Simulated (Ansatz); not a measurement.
C2H11NSi2, SMILES C[SiH](C)N[SiH3].

The structure is a stationary point at B3LYP-D3(BJ)/def2-SVP. One conformer was computed; it need not be the lowest.

Two levels are set side by side: PBE/def2-SVPD (Ansatz, a quantum-chemistry and plane-wave program) and CAM-B3LYP/def2-SVPD (Ansatz). Energy differences of separate SCF runs at the same geometry; the states with an electron removed or added have multiplicity 2 and 2. Differences are taken from unrounded values.

| quantity | CAM-B3LYP | PBE | PBE minus CAM-B3LYP |
|---|---|---|---|
| vertical ionisation energy (eV) | 9.22 | 8.72 | -0.51 |
| vertical singlet–triplet gap (eV) | 6.03 | 5.35 | -0.68 |
